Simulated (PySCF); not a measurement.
C2H6OSi2, SMILES C1[SiH2]O[SiH2]C=1. Heavy atoms are numbered as in [CH:1]1=[CH:2][SiH2:3][O:4][SiH2:5]1. Hydrogens are named by the atom that carries them.

Geometry optimised at PBE0-D3(BJ)/def2-SVP. This is a generated structure with no PubChem entry under its InChIKey; it may be hypothetical.

Method: CAM-B3LYP/def2-TZVP run with PySCF.

Atomic charges (e), one atom of each kind:

```json
[
 {"atom": "C1 (CH)", "IAO": "-0.43", "Löwdin": "-0.27"},
 {"atom": "Si3 (SiH2)", "IAO": "1.03", "Löwdin": "0.23"},
 {"atom": "O4", "IAO": "-0.90", "Löwdin": "-0.03"},
 {"atom": "H on C1", "IAO": "0.15", "Löwdin": "0.13"},
 {"atom": "H on Si3", "IAO": "-0.15", "Löwdin": "-0.04"}
]
```

Computed Mayer and Wiberg (Löwdin basis) orders of the bonds:
| bond | Mayer | Wiberg |
|---|---|---|
| C1–C2 | 1.87 | 2.09 |
| C2–Si3 | 0.96 | 1.08 |
| Si3–O4 | 1.10 | 1.49 |
| C1–Si5 | 0.96 | 1.08 |
| O4–Si5 | 1.10 | 1.49 |
